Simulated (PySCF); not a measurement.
Compound: trans-1,4-dimethylcyclohexane, C8H16.
Numbering: `[CH3:1][C@H:2]1[CH2:3][CH2:4][C@H:5]([CH3:6])[CH2:7][CH2:8]1` (hydrogens: H9, H10, H11 on C1; H12 on C2; H13, H14 on C3; H15, H16 on C4; H17 on C5; H18, H19, H20 on C6; H21, H22 on C7; H23, H24 on C8)

The closed-shell ground state was solved at several levels (PySCF, density fitting, gas phase, non-relativistic). One conformer (not necessarily the lowest) at the PBE0-D3(BJ)/def2-SVP geometry, without solvent, vibrations or thermal averaging. The dipole stays under 0.02 D at every level.

| level | basis functions | total energy (Eh) | HOMO (eV) | LUMO (eV) | gap (eV) |
| --- | --- | --- | --- | --- | --- |
| PBE0/6-31G* | 144 | -314.1178 | -7.99 | 2.73 | 10.72 |
| PBE0/aug-cc-pVDZ | 328 | -314.1537 | -8.11 | 0.01 | 8.12 |
| HF/pcSseg-1 | 216 | -312.2201 | -11.40 | 4.46 | 15.86 |
| PBE0/pcSseg-0 | 104 | -313.4255 | -8.32 | 2.13 | 10.45 |
| PBE0/pcSseg-1 | 216 | -314.0788 | -8.20 | 1.56 | 9.76 |
| PBE0/6-311+G(2d,p) | 312 | -314.2053 | -8.14 | 0.38 | 8.52 |

**Question.** What might KT3/pcSseg-1 (216 basis functions) give for the same quantities?

**Answer.** Total energy -319.6225 Eh, HOMO -7.03 eV, LUMO 0.64 eV, gap 7.67 eV.

**Question.** Over all these levels, which gives the widest orbital gap and which the narrowest?

**Answer.** HF/pcSseg-1 (Hartree–Fock, all exact exchange) has the widest, 15.86 eV, and KT3/pcSseg-1 (GGA) the narrowest, 7.67 eV. The two share the basis. From the narrowest to the widest the HOMO moves by -4.37 eV and the LUMO by +3.82 eV. The HOMO need not be the same orbital at Hartree–Fock and at DFT levels.

**Question.** How much does the basis alone move the frontier levels among the 5 PBE0 rows?

**Answer.** The HOMO by 0.33 eV and the LUMO by 2.72 eV. By rising basis size (HOMO, LUMO in eV): pcSseg-0 -8.32, 2.13; 6-31G* -7.99, 2.73; pcSseg-1 -8.20, 1.56; 6-311+G(2d,p) -8.14, 0.38; aug-cc-pVDZ -8.11, 0.01.

**Question.** In the pcSseg-1 basis, how does the gap go with the fixed share of exact exchange?

**Answer.** KT3 (0 %) 7.67 eV; PBE0 (25 %) 9.76 eV; HF (100 %) 15.86 eV. Each rise in the share widens the gap here.
